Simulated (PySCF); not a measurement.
**Spinor energies of Ge+ (germanium, charge +1)**

Start: [Ar] 3d10 4s2 4p1; 4p1/2 filled at m_j = +1/2. Calculated with PySCF 2.14 in x2c-TZVPall-2c: generalised Hartree-Fock with the X2C-1e Hamiltonian and a Gaussian nucleus; one run each with spin-orbit coupling (SO) switched off, then screened by Boettger's factors.

```json
{"spinor shell": "1s1/2", "electrons": "2", "ε, spin-free (eV)": "-11188.7", "ε, screened SO (eV)": "-11188.4", "weight of nominal j (screened SO)": "1.000", "rms radius, screened SO (bohr)": "0.0542"}
{"spinor shell": "2s1/2", "electrons": "2", "ε, spin-free (eV)": "-1463.2", "ε, screened SO (eV)": "-1463.1", "weight of nominal j (screened SO)": "1.000", "rms radius, screened SO (bohr)": "0.227"}
{"spinor shell": "2p1/2", "electrons": "2", "ε, spin-free (eV)": "-1275.0", "ε, screened SO (eV)": "-1296.8", "weight of nominal j (screened SO)": "1.000", "rms radius, screened SO (bohr)": "0.201"}
{"spinor shell": "2p3/2", "electrons": "4", "ε, spin-free (eV)": "-1275.0", "ε, screened SO (eV)": "-1264.4", "weight of nominal j (screened SO)": "1.000", "rms radius, screened SO (bohr)": "0.204"}
{"spinor shell": "3s1/2", "electrons": "2", "ε, spin-free (eV)": "-210.67", "ε, screened SO (eV)": "-210.58", "weight of nominal j (screened SO)": "1.000", "rms radius, screened SO (bohr)": "0.667"}
{"spinor shell": "3p1/2", "electrons": "2", "ε, spin-free (eV)": "-150.87", "ε, screened SO (eV)": "-154.00", "weight of nominal j (screened SO)": "1.000", "rms radius, screened SO (bohr)": "0.693"}
{"spinor shell": "3p3/2", "electrons": "4", "ε, spin-free (eV)": "-150.87", "ε, screened SO (eV)": "-149.24", "weight of nominal j (screened SO)": "1.000", "rms radius, screened SO (bohr)": "0.704"}
{"spinor shell": "3d3/2", "electrons": "4", "ε, spin-free (eV)": "-52.668", "ε, screened SO (eV)": "-52.999", "weight of nominal j (screened SO)": "0.998", "rms radius, screened SO (bohr)": "0.812"}
{"spinor shell": "4s1/2", "electrons": "2", "ε, spin-free (eV)": "-23.472", "ε, screened SO (eV)": "-23.431", "weight of nominal j (screened SO)": "0.996", "rms radius, screened SO (bohr)": "2.25"}
{"spinor shell": "4p1/2", "electrons": "1", "ε, spin-free (eV)": "-15.592", "ε, screened SO (eV)": "-15.734", "weight of nominal j (screened SO)": "0.972", "rms radius, screened SO (bohr)": "2.79"}
```

**Question.** Where does 3d5/2 lie, and what is the 3d spin-orbit splitting (screened SO)?

**Answer.** At -52.317 eV, 0.683 eV above 3d3/2.

| quantity | spin-free | screened SO |
| --- | --- | --- |
| E (hartree) | -2096.73723 | -2096.81957 |
| M_J | 1/2 | 1/2 |
| ⟨J²⟩ | 1.062 | 0.850 |
| ⟨L²⟩ | 2.043 | 2.044 |
| ⟨S²⟩ | 0.764 | 0.766 |

Each row is a mean over spinors that exchange with the open shell spreads, by up to 0.465 eV (3p1/2).

⟨J²⟩ departs a little from M_J(M_J + 1) because the unrestricted spinors polarise the closed shells.

Without spin-orbit coupling the j labels of p, d and f shells carry no meaning; the spin-free column gives the mean over the occupied spinors of each nl shell, and its ⟨J²⟩ belongs to a mixture of degenerate components.
